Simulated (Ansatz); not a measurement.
Cartesian coordinates in Å:
```
C -1.054 -1.154 -0.649
C 0.124 -0.703 0.215
B 0.618 0.751 -0.115
N 0.838 1.747 0.838
F 0.856 1.076 -1.402
H -0.811 -1.079 -1.712
H -1.938 -0.536 -0.472
H -1.331 -2.191 -0.444
H 0.970 -1.382 0.047
H -0.127 -0.798 1.277
H 1.172 2.664 0.596
H 0.683 1.604 1.820
```

Charge 0, multiplicity 1.

(1) List the B3LYP/def2-TZVPP orbital energies in eV (Ansatz). (An estimate is asked.)

## Answers

(1) The calculation gave: Occupied: -671.00, -389.41, -276.42, -276.14, -184.35, -32.23, -23.75, -20.51, -16.85, -14.77, -13.95, -13.31, -12.14, -11.91, -11.55, -10.69, -9.96, -9.35, -8.48, -8.03. Lowest empty: 0.46, 0.95, 1.64, 1.95, 2.26, 2.88, 3.02, 3.19.

B3LYP here is the variant with VWN-RPA as its local correlation; programs differ in this.
